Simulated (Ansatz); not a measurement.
CH$_{5}$O, charge +1, singlet, geometry from GFN2-xTB; BLYP/6-31G** in Ansatz (a quantum-chemistry and plane-wave program).

Input for Ansatz:
Ansatz 0.2 input:
```yaml
crystal:
  periodic: [false, false, false]
  atoms:
    - {symbol: C, position_ang: [-0.01927668, 0.75112854, 0.00090995]}
    - {symbol: O, position_ang: [-0.01945091, -0.71002909, 0.07309383]}
    - {symbol: H, position_ang: [-1.05393514, 1.08479565, 0.06211764]}
    - {symbol: H, position_ang: [0.89956319, -1.05604335, 0.06619891]}
    - {symbol: H, position_ang: [0.52546643, 1.12435414, 0.86667889]}
    - {symbol: H, position_ang: [0.43988827, 1.11244731, -0.91822338]}
    - {symbol: H, position_ang: [-0.53971541, -1.09209225, -0.66698245]}
basis:
  gaussian:
    orbitals: 6-31G__.json
hamiltonian:
  xc: blyp
total_charge: 1
```
The basis file holds 6-31G** in the JSON format of the Basis Set Exchange.

Problem. Write the output that Ansatz gives for this input, abridged.

Solution. 
```
Functional definition: BLYP
584 factors; their error is unknown
mean field evaluation 1: about -3142.5596 eV, gradient 8.4e1 eV
mean field evaluation 2: about -3121.6517 eV, gradient 1.3e2 eV
mean field evaluation 4: about -3155.8623 eV, gradient 8.4e0 eV
mean field evaluation 8: about -3155.9730 eV, gradient 2.3e-2 eV
mean field -3155.97304348 eV, -115.9798701527 hartree, gradient 8.4e-5 eV, S^2 0.000000; 0 other end points of the search recorded, 0 dependent functions left out
reference -3155.97321859 eV, -115.9798765879 hartree; 9, 9 occupied and 46, 46 virtual orbitals, 584 factors
Total energy: -3155.97321859 eV, -115.9798765879 hartree
```
